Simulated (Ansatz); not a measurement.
CH₄ClOSn, SMILES `[CH3][Sn]([OH])[Cl]` radical, 8 atoms. The species carries charge 0 and has multiplicity 2. Correlated methods include outer-core shells of Sn, which these sets cover unevenly. Sn takes the def2 core potential. All runs use 4 threads of an Arm Neoverse V2 on a shared host. Correlated methods freeze the cores. Open-shell runs search over several starts.

(1) Give the basis size and wall time and peak host memory of each of these runs in Ansatz. direct RPA on PBE orbitals/def2-TZVPP energy; UKS PBE0-D4/def2-QZVPP energy; UKS BHLYP-D4/def2-TZVPP energy; UKS PBE0-D4/def2-SVP energy; UKS LC-ωPBE/def2-TZVPP energy; UKS ωB97M-V/def2-QZVPP energy; UKS ωB97M-V/def2-SVP energy; UKS r2SCANh-D4/def2-TZVPP energy; UKS PBE0-D4/def2-TZVP relaxation (7 steps); UKS B97M-V/def2-TZVPP energy; UHF-MP2/def2-QZVPP energy; UHF-CCSD(T)/def2-TZVPP energy. (An estimate is asked.)

Answers

(1) Ansatz gave: Other jobs shared the machine, so times are rough.

| level | job | functions | wall time | peak host memory (GiB) |
| --- | --- | --- | --- | --- |
| UKS PBE0-D4/def2-SVP | energy | 92 | 1.5 s | 0.26 |
| UKS LC-ωPBE/def2-TZVPP | energy | 210 | 3.1 s | 0.43 |
| UKS BHLYP-D4/def2-TZVPP | energy | 210 | 4.9 s | 0.72 |
| UKS ωB97M-V/def2-SVP | energy | 92 | 6 s | 0.46 |
| UKS r2SCANh-D4/def2-TZVPP | energy | 210 | 6 s | 0.74 |
| direct RPA on PBE orbitals/def2-TZVPP | energy | 210 | 6.5 s | 0.61 |
| UKS PBE0-D4/def2-QZVPP | energy | 386 | 10 s | 1.6 |
| UKS B97M-V/def2-TZVPP | energy | 210 | 10 s | 0.48 |
| UHF-MP2/def2-QZVPP | energy | 386 | 18 s | 1.9 |
| UKS ωB97M-V/def2-QZVPP | energy | 386 | 22 s | 2 |
| UKS PBE0-D4/def2-TZVP | relaxation (7 steps) | 173 | 26 s | 0.55 |
| UHF-CCSD(T)/def2-TZVPP | energy | 210 | 6 min | 8.8 |

LC-ωPBE has ω = 0.4 bohr⁻¹.
